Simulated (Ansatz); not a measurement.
`C[S][Al]([CH3])[F]` + H₂S → `[CH3][Al]([F])[SH]` + CH₃SH at 500 K and 1 bar (ligand exchange at the Al–S bond).

Program: Ansatz. Geometries: PBE0-D4/def2-TZVP. ΔE: electronic, gas phase. CCSD(T)/CBS is the MP2 limit (def2-TZVPP, def2-QZVPP) plus CCSD(T) − MP2 in def2-TZVPP, frozen cores. This one scheme is used for every species. Each species was taken in one conformer, which may not be the lowest.

| species | CCSD(T)/CBS energy (Eh) | H − E (kJ/mol) | S (J/(mol·K)) |
| --- | --- | --- | --- |
| `C[S][Al]([CH3])[F]` | -819.43373 | 255.9 | 455.8 |
| H₂S | -398.97279 | 57.0 | 224.0 |
| `[CH3][Al]([F])[SH]` | -780.18144 | 167.7 | 403.4 |
| CH₃SH | -438.22835 | 145.1 | 283.7 |

H − E and S are ideal-gas, rigid-rotor, harmonic terms from PBE0-D4/def2-TZVP, for one conformer and one mirror image of each species. 1 Eh = 2625.50 kJ/mol, R = 8.31446 J/(mol·K).

Problem. By hand: ΔE, ΔH, ΔS and ΔG.

Solution. ΔE = (-780.18144) + (-438.22835) − (-819.43373) − (-398.97279) = -0.00327 Eh = -8.6 kJ/mol. Δ(H − E) = 167.7 + 145.1 − 255.9 − 57.0 = -0.1, so ΔH = -8.7 kJ/mol. ΔS = 403.4 + 283.7 − 455.8 − 224.0 = 7.3 J/(mol·K). ΔG = -8.7 − 500 × (7.3)/1000 = -12.3 kJ/mol.

Problem. By hand: the equilibrium constant, and the temperature at which ΔG would vanish if ΔH and ΔS stayed fixed.

Solution. log₁₀ K = −ΔG/(RT ln 10) = 1.3. ΔH and −TΔS have one sign here, so there is no such temperature.

TΔS isn't small against ΔH here. A doubt of 5 kJ/mol in ΔE shifts log₁₀ K by 0.5 here. Other conformers and mirror images would add mixing entropy, several J/(mol·K) or more a flexible species. Modes under 60 cm⁻¹, often nearly free rotors, make the harmonic entropy too high. These are equilibria of isolated gas molecules and say nothing of rates. Largest T1 diagnostic: 0.011 (customary marks: 0.02 for closed shells, 0.045 for open ones).

ΔS is within the doubt of such terms, so its sign, and with it that verdict, could turn.
